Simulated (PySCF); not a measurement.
**Computed structure and properties of [CeH3(H2O)]+**

System: [CeH3(H2O)]+ (singlet); start: template (Cs). Method: PySCF 2.14.0, RKS PBE0, Ce lcecp-2-SVP with ECP46, H def2-SVP, O def2-SVP; non-relativistic Hamiltonian with scalar-relativistic core potentials where named; density fitting; no spin-orbit coupling.

Input of the relaxation:

```python
mol = gto.M(atom='''
Ce     0.15205    -0.15205     0.15205
H      1.39195     1.08785     1.39195
H     -1.08785    -1.39195     1.39195
H      1.39195    -1.39195    -1.08785
O     -1.23795     1.23795    -1.23795
H     -1.57855     2.12305    -1.03405
H     -1.57855     1.03405    -2.12305''',
    basis={'Ce': 'lcecp-2-SVP', 'H': 'def2-SVP', 'O': 'def2-SVP'},
    ecp={'Ce': 'lcecp-2-SVP'},
    charge=1, spin=0)
mf = dft.RKS(mol, xc='PBE0')
mf.grids.atom_grid = (50, 194)  # f atoms: unpruned, at least (60, 302)
mf = mf.density_fit()  # fitting sets: Ce AutoAux, H def2-universal-JKFIT, O def2-universal-JKFIT
mf.conv_tol = 1e-08; mf.max_cycle = 55
mf.kernel(dm0)  # dm0: converged density of the start geometry
# quasi-Newton relaxation in Cartesian coordinates to a largest gradient under 0.00045 Eh/bohr, steps kept in the point group
```

Run from Python with OMP_NUM_THREADS=2; the lines above give its settings. Where DIIS fails, smearing, a level shift and second-order steps follow.
It took 41 s on 2 threads of Intel(R) Xeon(R) Platinum 8259CL CPU @ 2.50GHz (Skylake/Cascade Lake), on a shared host, from the converged density of the start.

Course of the relaxation:

```
step  energy above end (eV)  largest force component within the symmetry (eV/Å)
   0                 0.7013                                               1.089
   1                 0.3150                                               0.786
   2                 0.0157                                               0.196
   3                 0.0065                                               0.055
   4                 0.0045                                               0.042
   5                 0.0020                                               0.043
   6                 0.0015                                               0.019
   7                 0.0011                                               0.015
   8                 0.0007                                               0.031
   9                 0.0003                                               0.041
  10                 0.0001                                               0.030
  11                 0.0000                                               0.011
```

Relaxed geometry (Cs):

```xyz
7

Ce    0.2483   -0.1637    0.1637
H     1.2984    0.9858    1.2945
H    -1.0655   -1.1602    1.1602
H     1.2984   -1.2945   -0.9858
O    -1.1958    1.1785   -1.1785
H    -1.5654    2.0497   -0.9512
H    -1.5654    0.9512   -2.0497
```

```
     contact      Å
  Ce1–H2 (H)  1.924
  Ce1–H3 (H)  1.927
  Ce1–H4 (H)  1.924
Ce1–O5 (H2O)  2.385
```

On the finer grid (75, 302):

```yaml
HOMO: not given (4f levels lie in the core)
LUMO: not given (4f levels lie in the core)
Dipole_about_the_centre_of_mass: 5.73 D
Set_of_Mulliken_populations_of_Ce1_outside_the_core_potential: s 2.46, p 6.05, d 2.05, f 0.05
D3_BJ_dispersion_energy_not_in_the_energies: -0.080 eV
```

| atom | Mulliken (e) | Löwdin (e) | spin (e) |
| --- | --- | --- | --- |
| Ce1 | 1.39 | 1.17 | 0.00 |
| H2 | -0.20 | -0.16 | 0.00 |
| H3 | -0.20 | -0.16 | 0.00 |
| H4 | -0.20 | -0.16 | 0.00 |
| O5 | -0.34 | -0.03 | 0.00 |
| H6 | 0.28 | 0.16 | 0.00 |
| H7 | 0.28 | 0.16 | 0.00 |

The large-core potential holds the 4f shell empty.

On the grid (50, 194), as all that follows. Harmonic modes: a minimum; lowest 72 cm⁻¹ (negative: unstable), highest 3828 cm⁻¹, zero-point energy 1.126 eV.

Taking off one H (charge -1, singlet; the rest: singlet) in vacuum, both parts rigid, costs 15.43 eV; the small basis without counterpoise inflates it. Most of it is the attraction of opposite charges; other ways to part are cheaper, and one spin state was tried for the rest.

Rigid scan of H along the line from its metal:

```csv
distance to H2 (Å),energy (eV)
1.62,0.729
1.72,0.286
1.82,0.063
1.92,0.000
2.02,0.050
2.12,0.180
2.32,0.579
2.62,1.306
3.02,2.246
3.52,3.211
```

Taking off one H2O (charge 0, singlet; the rest: singlet) in vacuum, both parts rigid, costs 2.19 eV; the small basis without counterpoise inflates it.

Rigid scan of H2O along the line from its metal:

distance to O5 (Å), energy (eV) and a bar:
```
     2.09      0.553 ############
     2.19      0.210 ####
     2.29      0.045 #
     2.39      0.000 
     2.49      0.032 #
     2.59      0.111 ##
     2.79      0.336 #######
     3.09      0.696 ###############
     3.49      1.088 #######################
     3.99      1.425 ##############################
```

One start shape was tried, so this needn't be the lowest isomer.
